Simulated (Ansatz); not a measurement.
`[OH][Ga]([Br])[Br]` + CH₃OH → `C[O][Ga]([OH])[Br]` + HBr at 298.15 K and 1 bar (ligand exchange at a Ga–Br bond).

Gas-phase electronic energies from Ansatz, PBE0-D4/def2-TZVP geometries. CCSD(T)/CBS adds triple-zeta CCSD(T) − MP2 to the extrapolated MP2 energy (def2 sets, frozen cores). This one scheme is used for every species. For Br, Ga outer-core shells are correlated without core-valence functions, which leaves a few kJ/mol of doubt a bond. Scalar relativity is left out up to krypton. One conformer a species, not always the lowest.

```csv
species,CCSD(T)/CBS energy (Eh),H − E (kJ/mol),S (J/(mol·K))
`[OH][Ga]([Br])[Br]`,-7146.50037,59.7,358.2
CH₃OH,-115.61712,146.3,238.2
`C[O][Ga]([OH])[Br]`,-4688.17187,171.7,386.7
HBr,-2573.91920,24.6,198.6
```

H − E and S are ideal-gas, rigid-rotor, harmonic terms from PBE0-D4/def2-TZVP, for one conformer and one mirror image of each species. 1 Eh = 2625.50 kJ/mol, R = 8.31446 J/(mol·K).

By hand: ΔE, ΔH, ΔS and ΔG.

ΔE = (-4688.17187) + (-2573.91920) − (-7146.50037) − (-115.61712) = 0.02642 Eh = 69.4 kJ/mol. Δ(H − E) = 171.7 + 24.6 − 59.7 − 146.3 = -9.7, so ΔH = 59.7 kJ/mol. ΔS = 386.7 + 198.6 − 358.2 − 238.2 = -11.1 J/(mol·K). ΔG = 59.7 − 298.15 × (-11.1)/1000 = 63.0 kJ/mol.

By hand: the equilibrium constant, and the temperature at which ΔG would vanish if ΔH and ΔS stayed fixed.

log₁₀ K = −ΔG/(RT ln 10) = -11.0. ΔH and −TΔS have one sign here, so there is no such temperature.

The number of gas molecules stays the same, so ΔS is small and ΔH decides. A doubt of 5 kJ/mol in ΔE shifts log₁₀ K by 0.9 here. Other conformers and mirror images would add mixing entropy, several J/(mol·K) or more a flexible species. These are equilibria of isolated gas molecules and say nothing of rates. Largest T1 diagnostic: 0.012 (customary marks: 0.02 for closed shells, 0.045 for open ones).

ΔS is within the doubt of such terms, so its sign, and with it that verdict, could turn.
